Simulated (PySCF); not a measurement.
**Low-lying terms of Ne (neon, neutral)**

Ground state [Ne], ¹S. Computed with PySCF 2.14 in aug-cc-pVTZ with one added diffuse shell each of s, p, d, f type (6s5p4d3f, 62 functions), with the non-relativistic Hamiltonian (point nucleus). Vertical excitation energies in eV without spin-orbit coupling; excited terms of each kind are numbered among those the solver found. Frozen: 1s2.

```json
{"term": "1 3P°", "leading excitation": "2p → s", "EOM-EE-CCSD": "16.400"}
{"term": "1 1P°", "leading excitation": "2p → s", "EOM-EE-CCSD": "16.601"}
{"term": "1 3S", "leading excitation": "2p → p", "EOM-EE-CCSD": "18.121"}
{"term": "1 3D", "leading excitation": "2p → p", "EOM-EE-CCSD": "18.339"}
{"term": "1 1D", "leading excitation": "2p → p", "EOM-EE-CCSD": "18.403"}
{"term": "1 3P", "leading excitation": "2p → p", "EOM-EE-CCSD": "18.445"}
{"term": "1 1P", "leading excitation": "2p → p", "EOM-EE-CCSD": "18.449"}
{"term": "1 1S", "leading excitation": "2p → p", "EOM-EE-CCSD": "18.749"}
{"term": "2 3S", "leading excitation": "2p → p", "EOM-EE-CCSD": "21.763"}
{"term": "2 1D", "leading excitation": "2p → p", "EOM-EE-CCSD": "22.378"}
{"term": "2 3P°", "leading excitation": "2p → s", "EOM-EE-CCSD": "22.559"}
{"term": "2 1P°", "leading excitation": "2p → s", "EOM-EE-CCSD": "22.962"}
```

Only the lower part of the computed list is shown. The solver can miss terms. Rydberg members are limited by the diffuse functions of the basis.
